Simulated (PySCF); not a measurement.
A species of formula C4H8IN has this rotational fingerprint, computed with PBE0-D3(BJ)/def2-SVP geometry optimisation, gas phase, def2 core potentials past Kr (PySCF 2.14.0):

* Rotational constants: A = 6751, B = 698.9, C = 659.6 MHz
* Dipole components: |μa| = 2.28 D, |μb| = 1.08 D, |μc| = 0.16 D
* Inertial defect: -31.71 u·Å²
* κ: -0.99

Problem. Which candidate fits, each taken in the one conformer that was computed?
A. `[CH3:1]/[C:2](=[CH:3]\[I:4])[CH2:5][NH2:6]` with C1–C2–C5–N6 58°, C2–C5–N6–H 71° and -171°
B. `[CH3:1]/[C:2]([I:3])=[CH:4]/[CH2:5][NH2:6]` with C2–C4–C5–N6 -106°, C4–C5–N6–H 58° and -59°

Solution. A. It is C/C(=C\I)CN, a near-prolate asymmetric top, point group C1. The candidates at the same level (rigid rotor, commonest isotopes):

```csv
SMILES,A (MHz),B (MHz),C (MHz),μa (D),μb (D),μc (D),Δ (u·Å²),point group,rotor
C/C(I)=C/CN,2790,1149,861.1,0.82,2.14,0.48,-33.92,C1,asymmetric top
C/C(=C\I)CN,6751,698.9,659.6,2.28,1.08,0.16,-31.71,C1,near-prolate asymmetric top
```

`C/C(I)=C/CN` has B 64 % too high. No structure here is proved a minimum.
